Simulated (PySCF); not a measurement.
Species: C5H9N2OPSi.
SMILES with atom numbers: `[CH3:1][C:2](=[O:3])[c:4]1[p:5][c:6]([SiH3:7])[n:8][n:9]1[CH3:10]`

Probes without a nucleus sit at each ring's centroid and 1 Å off its mean plane on both sides; NICS is minus the shielding there, NICSzz its component along the normal. Level: GIAO PBE0/pcSseg-1 (PySCF, non-relativistic, gas phase) on the GFN2-xTB geometry, one conformer.

Ring bond lengths (Å), with Mayer bond orders in brackets: C4–P5 1.745 (1.33), P5–C6 1.766 (1.23), C6–N8 1.315 (1.47), N8–N9 1.308 (1.26), N9–C4 1.362 (1.10).

Question: Give the NICS values of each ring in ppm.

Answer: 
| ring | type | NICS(0) | NICS(1), two faces | NICS(1)zz, two faces | rms pucker (Å) | centre to ring atoms, mean (Å) |
| --- | --- | --- | --- | --- | --- | --- |
| C4–P5–C6–N8–N9 | 5-membered ring with 2 N and P; formal bonds all aromatic | -11.2 | -12.3 / -12.3 | -28.2 / -28.2 | 0.00 | 1.27 |

Question: What do they say, and how far can they be read as aromaticity?

Answer: 
- C4–P5–C6–N8–N9: mean NICS(1)zz -28.2 ppm, shielded.

Question: What does the geometric index give? Use HOMA with the parameters of Krygowski (1993).

Answer: 
- C4–P5–C6–N8–N9: HOMA 0.82; the largest term is that of P5–C6, α(R − Ropt)² = 0.55.

Question: What is the mean of the two in-plane components of NICS at the second NICS(1) probe listed for ring C4–P5–C6–N8–N9, 1 Å off the ring?

Answer: The isotropic value is a third of the trace: (3 × -12.3 − (-28.2))/2 = -4.4 ppm.

Question: Give the inner angles of the rings and the Hirshfeld charges of the ring atoms.

Answer: 
- C4–P5–C6–N8–N9: C4 110.7° (-0.043 e), P5 86.8° (+0.056 e), C6 113.7° (-0.122 e), N8 112.8° (-0.104 e), N9 116.0° (+0.068 e); sum 540.0° against 540° for a flat convex ring.

Hardware: one thread of an Intel Xeon Platinum 8259CL at 2.50 GHz, shared host with 96 logical CPUs at a one-minute load of 127. Cost: 77 s, 1.1 GiB resident at most. This is the whole shielding run at PBE0/pcSseg-1, SCF included.

The values belong to the conformer `[CH3:1][C:2](=[O:3])[c:4]1[p:5][c:6]([SiH3:7])[n:8][n:9]1[CH3:10]`: C1–C2–C4–P5 0°.
